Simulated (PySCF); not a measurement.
Frontier orbitals and the lowest excitations

C5H10Se.
SMILES with atom numbers: `[CH2:1]=[C:2]([CH3:3])[C@H:4]([CH3:5])[SeH:6]` (hydrogens: H7, H8 on C1; H9, H10, H11 on C3; H12 on C4; H13, H14, H15 on C5; H16 on Se6)

Structure used (PBE0-D3(BJ)/def2-SVP), in Å, numbered top down from 1:
```
atom  x, y, z in Å
C1    -0.8800   -0.5189   -1.4860
C2    -0.7360   -0.0912   -0.2254
C3    -1.9118    0.1515    0.6740
C4     0.6173    0.1808    0.3825
C5     1.7478    0.4402   -0.5931
Se6    1.0313   -1.3689    1.5622
H7    -1.8728   -0.7161   -1.8986
H8    -0.0274   -0.6873   -2.1470
H9    -2.8559   -0.1453    0.1975
H10   -1.8031   -0.4053    1.6185
H11   -1.9807    1.2201    0.9401
H12    0.5133    1.0317    1.0740
H13    1.9532   -0.4418   -1.2165
H14    1.4954    1.2850   -1.2552
H15    2.6755    0.6854   -0.0569
H16    1.9811   -0.6331    2.4142
```

Method: TDDFT CAM-B3LYP/def2-SVPD, vertical, gas phase, core orbitals frozen in the response in PySCF 2.14.0, density-fitted response routines. Relativistic effects, spin–orbit coupling among them, are left out although an element past zinc is present.

Kohn–Sham orbitals with the atoms that hold most of them (Löwdin shares over 4%, at most four atoms; ? is withheld):

```
orbital  ε (eV)                            atoms
 HOMO-3  -11.00  C2 19%, C4 18%, C3 10%, Se6 10%
 HOMO-2  -10.25   Se6 47%, C4 16%, C5 8%, H16 6%
 HOMO-1   -8.57    C1 35%, C2 30%, Se6 9%, C4 6%
   HOMO   -7.82                                ?
   LUMO    0.54                                ?
 LUMO+1    0.74  Se6 42%, H16 16%, C4 7%, H12 6%
 LUMO+2    1.43    Se6 55%, C1 11%, C2 9%, C3 4%
```

Q: Which atoms hold the LUMO, and with what shares?

A: Se6 (bonded to C and H) 45%; C1 (bonded to C and 2 H) 14%; C2 (bonded to 3 C) 13%; C4 (bonded to 2 C, Se and H) 11%. By element: selenium 45%, carbon 37% or more.

Q: Which atoms hold the HOMO, and with what shares?

A: Se6 (bonded to C and H) 77%; C4 (bonded to 2 C, Se and H) 8%; H16 (bonded to Se) 6%.

Q: How does S1 compare with the orbital gap of 8.36 eV?

A: S1 is at 4.71 eV (f = 0.0003), 3.64 eV below the gap, made of HOMO→LUMO+1 (48%), HOMO→LUMO (39%). Its leading pair isn't HOMO and LUMO; the energies of that pair differ by 8.55 eV. Without the coupling terms of the response equations the lowest excitation would equal the gap.

Next come S2 at 5.26 eV (f 0.017), HOMO→LUMO (56%), HOMO→LUMO+1 (37%); S3 at 6.36 eV (f 0.107), HOMO-1→LUMO (49%), HOMO-1→LUMO+1 (31%), HOMO→LUMO+2 (12%); S4 at 6.47 eV (f 0.086), HOMO→LUMO+2 (78%); S5 at 6.70 eV (f 0.246), HOMO-1→LUMO+1 (52%), HOMO-1→LUMO (33%).

One conformer stands for the species.
